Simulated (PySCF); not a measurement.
Molfile (atoms numbered from 1):
```
C6H15N
     RDKit          3D

 22 21  0  0  0  0  0  0  0  0999 V2000
    2.0352   -1.3166    0.3450 C   0  0  0  0  0  0  0  0  0  0  0  0
    1.5485    0.1113    0.5553 C   0  0  0  0  0  0  0  0  0  0  0  0
    0.3688    0.4567   -0.3648 C   0  0  2  0  0  0  0  0  0  0  0  0
   -0.0383    1.9268   -0.1862 C   0  0  0  0  0  0  0  0  0  0  0  0
   -0.7160   -0.5024   -0.1878 N   0  0  0  0  0  0  0  0  0  0  0  0
   -1.5907   -0.6058   -1.3334 C   0  0  0  0  0  0  0  0  0  0  0  0
   -1.4814   -0.3527    1.0307 C   0  0  0  0  0  0  0  0  0  0  0  0
    2.3953   -1.4508   -0.6725 H   0  0  0  0  0  0  0  0  0  0  0  0
    1.2177   -2.0117    0.5124 H   0  0  0  0  0  0  0  0  0  0  0  0
    2.8460   -1.5486    1.0322 H   0  0  0  0  0  0  0  0  0  0  0  0
    1.2602    0.2471    1.5988 H   0  0  0  0  0  0  0  0  0  0  0  0
    2.3596    0.8124    0.3475 H   0  0  0  0  0  0  0  0  0  0  0  0
    0.7148    0.3226   -1.3969 H   0  0  0  0  0  0  0  0  0  0  0  0
    0.7758    2.5762   -0.4977 H   0  0  0  0  0  0  0  0  0  0  0  0
   -0.2693    2.1416    0.8543 H   0  0  0  0  0  0  0  0  0  0  0  0
   -0.9102    2.1594   -0.7938 H   0  0  0  0  0  0  0  0  0  0  0  0
   -2.2225    0.2837   -1.4873 H   0  0  0  0  0  0  0  0  0  0  0  0
   -0.9977   -0.7708   -2.2316 H   0  0  0  0  0  0  0  0  0  0  0  0
   -2.2480   -1.4643   -1.1929 H   0  0  0  0  0  0  0  0  0  0  0  0
   -2.0890   -1.2484    1.1688 H   0  0  0  0  0  0  0  0  0  0  0  0
   -2.1563    0.5171    1.0163 H   0  0  0  0  0  0  0  0  0  0  0  0
   -0.8128   -0.2633    1.8828 H   0  0  0  0  0  0  0  0  0  0  0  0
  1  2  1  0
  2  3  1  0
  3  4  1  0
  3  5  1  0
  5  6  1  0
  5  7  1  0
  1  8  1  0
  1  9  1  0
  1 10  1  0
  2 11  1  0
  2 12  1  0
  3 13  1  6
  4 14  1  0
  4 15  1  0
  4 16  1  0
  6 17  1  0
  6 18  1  0
  6 19  1  0
  7 20  1  0
  7 21  1  0
  7 22  1  0
M  END
```

Geometry: GFN2-xTB; GIAO shifts from PySCF, gas phase, non-relativistic, averaged over equivalent atoms.

At PBE0/ANO-RCC-VDZP (173 basis functions, 54 s wall time on 1 thread of an Arm Neoverse V1, shared host):
```tsv
atoms	δ (ppm)
C3	63.6
C6/C7	40.1
C2	31.0
C1	12.1
C4	11.0
N5	39.5
H13	2.39
H17/H18/H19/H20/H21/H22	2.25
H11	1.35
H12	1.21
H8/H9/H10	1.00
H14/H15/H16	0.83
```

δ = σ(ref) − σ, references computed at the same level: TMS for ¹³C (σref 190.39), ¹H (σref 31.76); ¹⁵N (σref 274.18) vs NH3.

Question: Predict the values at KT3/pcSseg-1 on the same geometry.

Answer: 
```json
{"atoms": "C3", "δ at KT3/pcSseg-1": "64.5", "change": "+0.9"}
{"atoms": "C6/C7", "δ at KT3/pcSseg-1": "41.1", "change": "+1.0"}
{"atoms": "C2", "δ at KT3/pcSseg-1": "32.4", "change": "+1.4"}
{"atoms": "C1", "δ at KT3/pcSseg-1": "14.4", "change": "+2.3"}
{"atoms": "C4", "δ at KT3/pcSseg-1": "12.0", "change": "+1.0"}
{"atoms": "N5", "δ at KT3/pcSseg-1": "43.9", "change": "+4.4"}
{"atoms": "H13", "δ at KT3/pcSseg-1": "2.42", "change": "+0.03"}
{"atoms": "H17/H18/H19/H20/H21/H22", "δ at KT3/pcSseg-1": "2.30", "change": "+0.05"}
{"atoms": "H11", "δ at KT3/pcSseg-1": "1.46", "change": "+0.11"}
{"atoms": "H12", "δ at KT3/pcSseg-1": "1.26", "change": "+0.05"}
{"atoms": "H8/H9/H10", "δ at KT3/pcSseg-1": "1.07", "change": "+0.07"}
{"atoms": "H14/H15/H16", "δ at KT3/pcSseg-1": "0.87", "change": "+0.04"}
```

References, each an isolated molecule treated in the same way: ¹³C (σ = 184.72 ppm) and ¹H (σ = 31.76 ppm) vs TMS; ¹⁵N (σ = 264.39 ppm) against NH3.

The largest change is at N5 (amine nitrogen). Cost: 194 basis functions, 49 s wall time on 1 thread of an Arm Neoverse V1, shared host. The order of the carbon signals is the same at both levels.

The carbons averaged at δ 40.1 differ by 12 ppm in this conformer. Experimental scales use liquid or dissolved standards, which lie at an offset from isolated NH3 (liquid NH3: subtract about 20 ppm).
